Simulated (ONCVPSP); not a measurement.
Which setting gave this result? (C, ONCV)

Base potential:

```
Element                 : carbon
Generator               : ONCVPSP 4.0.1
Type                    : optimised norm-conserving Vanderbilt (ONCV)
Functional              : PBEsol
Relativity              : scalar-relativistic
Frozen core             : [He]
Valence charge          : 4
Reference configuration : 2s1 2p3
Partial waves           : 2s: rc 1.25 bohr, ncon 4, nbas 7, qcut 5.6 1/bohr, 1 projector; 2p: rc 1.80 bohr, ncon 4, nbas 7, qcut 8.8 1/bohr, 2 projectors, debl 1.5 Ha
Local potential         : polynomial inside 0.80 bohr (lpopt 5, dvloc0 0 Ha)
Core correction         : none
```

Cutoffs, loose and tight: the cutoffs (Ha) at which the residual kinetic energy of the hardest occupied pseudo-wave falls to 1 and 0.1 mHa per electron. They do not see the model core or the augmentation charge, which bear on the density cutoff. Test errors are all-electron minus pseudo excitation energies from the reference, over the configurations 2s2 2p2; 2s2 2p1; 2s2 2p0; 2s1 2p2; variants that change the core or the reference have their own tests.

Only the scale of all radii (base = 1) is moved:

```csv
scale of all radii (base = 1),"cutoff, loose","cutoff, tight",bound ghosts,largest test error (meV)
0.81,30 Ha,92 Ha,none,+161
0.88,29 Ha,85 Ha,none,+186
0.99,20 Ha,67 Ha,none,+247
1.16,17 Ha,34 Ha,none,+386
1.25,16 Ha,20 Ha,none,+473
1.3,15 Ha,18 Ha,none,+563
```

Question: One more run gave cutoff, loose: 20 Ha; cutoff, tight: 62 Ha; bound ghosts: none; largest test error (meV): +275. Which value of the scale of all radii (base = 1) was used?

Answer: 1.03. The tight cutoff moves one way along this sweep, from 92 Ha at 0.81 to 18 Ha at 1.3, which places the run between 0.99 and 1.16.
